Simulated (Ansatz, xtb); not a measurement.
Breaking the C1–Si2 bond in CH4Si (SMILES C=[SiH2]) (multiplicity 1 held, fragments rigid). Energies count from the point at 1.701 Å.
Geometry at that point (charge 0, multiplicity 1):
| atom | x (Å) | y (Å) | z (Å) |
|---|---|---|---|
| C | -1.1507 | -0.0547 | -0.0063 |
| Si | 0.5483 | 0.0261 | 0.0030 |
| H | -1.7706 | 0.8303 | -0.0678 |
| H | -1.6844 | -0.9947 | 0.0488 |
| H | 1.4000 | -1.1728 | 0.0864 |
| H | 1.2833 | 1.3004 | -0.0716 |

Restricted levels (R-, RO-) in cc, def2 and unpolarised 6-31G sets keep to the state of the molecule at rest. Unrestricted levels (U-) break spin symmetry where that is lower. Left out are points that failed, MP2 points that dive below the minimum, coupled-cluster points behind a jump of the amplitudes or a sharp parting from full CI or MRCI, small-basis points behind a change of solution, and semi-empirical points at long bonds. Levels need not reach the same state.

Frozen-core correlation.

Programs: Ansatz (Gaussian orbitals); xtb for the GFN methods. Values without a source in brackets are computed. The GFN methods have no spin term and hold the electronic entropy of 300 K.

Energies in eV.

```csv
R (Å),GFN2-xTB,R-MP2/cc-pV(D+d)Z,U-MP2/cc-pV(D+d)Z,R-SCS-MP2/cc-pV(D+d)Z,R-CCSD(T)/cc-pV(D+d)Z,R-CCSDT(Q)/cc-pV(D+d)Z
1.361,8.77,3.86,3.55,3.88,3.96,3.97
1.531,1.71,0.77,0.47,0.78,0.83,0.83
1.701,0.00,0.00,0.00,0.00,0.00,0.00
1.871,0.21,0.32,0.53,0.31,0.26,0.25
2.041,1.04,1.10,1.29,1.09,0.98,0.96
2.296,2.54,2.49,2.57,2.46,2.27,2.24
2.551,3.94,3.71,3.82,3.69,3.43,3.39
2.977,5.25,5.02,4.86,5.00,4.62,4.66
3.402,5.32,5.33,5.17,5.33,4.69,5.42
3.912,5.37,4.60,5.27,4.65,3.98,6.30
4.592,left out,2.22,5.30,2.36,3.09,7.40
5.443,5.41,left out,5.31,left out,2.53,8.54
```

Doubts at one or more of the structures used: a restricted determinant that unrestricted orbitals would lower (R-MP2/cc-pV(D+d)Z, R-SCS-MP2/cc-pV(D+d)Z, R-CCSD(T)/cc-pV(D+d)Z, R-CCSDT(Q)/cc-pV(D+d)Z); a spin-contaminated determinant (U-MP2/cc-pV(D+d)Z); other coupled-cluster roots lie near (R-CCSD(T)/cc-pV(D+d)Z, R-CCSDT(Q)/cc-pV(D+d)Z); T1 above 0.05 (R-CCSDT(Q)/cc-pV(D+d)Z).

Ansatz is a program for electronic structure.
